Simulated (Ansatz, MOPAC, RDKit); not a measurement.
System: trichloro(fluoro)silane, SiCl3F, charge 0, multiplicity 1. SMILES: F[Si](Cl)(Cl)Cl

Atoms: F1, Si2, Cl3, Cl4, Cl5. Bonds: F1-Si2, Si2-Cl3, Si2-Cl4, Si2-Cl5.

Bond lengths (Å) and angles (degrees) optimised at MMFF94 with RDKit; PM6 with MOPAC; MNDO with MOPAC; HF/6-31G* with Ansatz (a first-principles code), each started from the B3LYP-D3(BJ)/def2-TZVP structure (Ansatz) of the last column. A row stands for all coordinates that are equal there. 6-31G* holds six Cartesian d functions. No wavenumbers were computed at MMFF94, MNDO, so these may be saddle points.

| coordinate | MMFF94 | PM6 | MNDO | HF/6-31G* | B3LYP-D3(BJ)/def2-TZVP |
|---|---|---|---|---|---|
| F1-Si2 | 1.597 | 1.561 | 1.572 | 1.570 | 1.581 |
| Si2-Cl3 | 2.038 | 1.982 | 2.093 | 2.021 | 2.025 |
| F1-Si2-Cl3 | 111.5 | 106.0 | 109.8 | 108.3 | 108.3 |
| Cl3-Si2-Cl4 | 107.3 | 112.7 | 109.1 | 110.7 | 110.6 |

Mean signed difference of all 4 bond lengths from B3LYP-D3(BJ)/def2-TZVP: MMFF94 0.014 Å, PM6 -0.037 Å, MNDO 0.049 Å, HF/6-31G* -0.006 Å.
